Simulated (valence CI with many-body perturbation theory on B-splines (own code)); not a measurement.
Values are calculated unless marked as measured or tabulated.
From CI to CI+MBPT in Hg L

Method: valence CI with perturbative core correlation (CI+MBPT): three valence electrons over a frozen Dirac-Fock core [Ar] 3d10, radial functions for each j: 11 s, 11 p, 9 d, 7 f, 5 g, 2 h, 1 i, with the one-electron correlation potential Σ1, the two-electron term Σ2, the three-electron term Σ3, Breit, model QED; selected CI, second order for the rest (own B-spline code, finite nucleus).

No measured spectrum was set against this ion. As an estimate, large intervals hold to a few tenths of a per cent, small ones and those within an open d or f shell to about a per cent.

Each rung adds one term. CI alone is the Dirac-Coulomb CI over the frozen core; QED comes last and gives the full result, which names the levels. Energies are above (4s^2 4p1/2) J=1/2 on the same rung, in Ry.

Levels are named by their leading jj configuration (3d3/2^4 stands for four electrons in 3d with j = 3/2), which in mixed levels can hold well under half, so a name can repeat and another be missing. Letters in brackets count levels of one name in rising energy.

| Level | CI alone |
| --- | --- |
| (4s 4p1/2^2) J=1/2 | 8.308 |
| (4s^2 4p3/2) J=3/2 | 11.025 |
| (4s 4p1/2 4p3/2) J=3/2 [a] | 18.177 |
| (4s 4p1/2 4p3/2) J=5/2 | 18.908 |
| (4s 4p1/2 4p3/2) J=3/2 [b] | 19.920 |
| (4s 4p1/2 4p3/2) J=1/2 | 20.124 |
| (4s^2 4d3/2) J=3/2 | 24.606 |
| (4s^2 4d5/2) J=5/2 | 26.729 |
| (4p1/2^2 4p3/2) J=3/2 | 28.227 |
| (4s 4p3/2^2) J=5/2 | 29.796 |
| (4s 4p3/2^2) J=1/2 | 31.104 |
| (4s 4p1/2 4d3/2) J=3/2 [a] | 31.066 |
| (4s 4p3/2^2) J=3/2 | 31.427 |
| (4s 4p1/2 4d3/2) J=5/2 | 31.711 |
| (4s 4p1/2 4d3/2) J=1/2 | 32.838 |
| (4s 4p1/2 4d3/2) J=3/2 [b] | 32.968 |

**Question.** What do these energies become with core correlation, Breit and QED?

**Answer.** (4s 4p1/2^2) J=1/2 8.277 (-0.0313); (4s^2 4p3/2) J=3/2 10.947 (-0.0776); (4s 4p1/2 4p3/2) J=3/2 [a] 18.104 (-0.0735); (4s 4p1/2 4p3/2) J=5/2 18.806 (-0.1022); (4s 4p1/2 4p3/2) J=3/2 [b] 19.782 (-0.1382); (4s 4p1/2 4p3/2) J=1/2 19.957 (-0.1663); (4s^2 4d3/2) J=3/2 24.384 (-0.2222); (4s^2 4d5/2) J=5/2 26.500 (-0.2291); (4p1/2^2 4p3/2) J=3/2 28.042 (-0.1847); (4s 4p3/2^2) J=5/2 29.605 (-0.1906); (4s 4p3/2^2) J=1/2 30.893 (-0.2115); (4s 4p1/2 4d3/2) J=3/2 [a] 30.899 (-0.1667); (4s 4p3/2^2) J=3/2 31.172 (-0.2559); (4s 4p1/2 4d3/2) J=5/2 31.521 (-0.1898); (4s 4p1/2 4d3/2) J=1/2 32.590 (-0.2478); (4s 4p1/2 4d3/2) J=3/2 [b] 32.719 (-0.2486).

**Question.** How does the ionisation energy move along the ladder, and which term matters most?

**Answer.** CI alone 2818.2, + Σ1 2820.2, + Σ2 2820.2, + Σ3 2820.2, + Breit 2816.3, + QED 2816.3 eV. The largest step is Breit, -3.9 eV. NIST lists 2815 ± 4 eV (theoretical).
